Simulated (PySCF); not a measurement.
Level of theory: TPSSh-D3(BJ)/def2-TZVP // CAM-B3LYP-D3(BJ)/def2-TZVP (PySCF 2.14.0). Isolated molecules, 0 K electronic values unless said otherwise. One relaxed conformer stands for a flexible species; it need not be the lowest. Excitations are Tamm–Dancoff values on a coarser integration grid. The basis has no diffuse functions, so Rydberg states are missing or too high.

Reference species (SMILES): `C=C/C([SiH3])=C/Cl` (C–C–C–Si torsion 0°) (neutral, multiplicity 1).

```json
{
  "HOMO–LUMO gap": "4.64 eV",
  "S1–T1 gap (TDA)": "2.55 eV"
}
```

Changed species: `C(=C\C(Cl)=C)/[SiH3]` (Cl–C–C–C torsion 0°).

Q: Give the shifts of the HOMO–LUMO gap and S1–T1 gap (TDA).

A: the HOMO–LUMO gap increases by 0.03 eV, to 4.67 eV; the S1–T1 gap (TDA) drops by 0.13 eV, to 2.42 eV.
